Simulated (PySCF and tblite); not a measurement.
C₇H₁₁N, numbered as in [N:1]#[C:2][CH:3]1[CH2:4][CH2:5][CH2:6][CH2:7][CH2:8]1. Free energies: B3LYP-D3(BJ)/def2-SVP (IEF-PCM, chloroform) on GFN2-xTB structures plus GFN2-xTB thermal terms, symmetry and mirror images included. Conformers within 4 kcal/mol (GFN2-xTB free energy) were kept, 10 at most. GIAO shieldings: KT2/pcSseg-1 (IEF-PCM, chloroform). Shifts are against TMS (¹H), TMS (¹³C) at the same level. Codes: tblite and PySCF.

The 6-ring runs over atoms 3–4–5–6–7–8.

Two conformers hold nearly all the population. I: 6-ring chair (C2 axial); δ(H3) = 3.23 ppm. II: 6-ring chair (all substituents equatorial); δ(H3) = 2.47 ppm. The average over the ensemble at 298.15 K is 2.79 ppm.

Q: What populations and free-energy difference follow from a two-state model?

A: p(I) = (2.79 − 2.47)/(3.23 − 2.47) = 0.42, so K = p(II)/p(I) = 1.38 and G(II) − G(I) = −RT ln K = -0.19 kcal/mol. The weights computed directly are 42.1 % and 57.9 %.
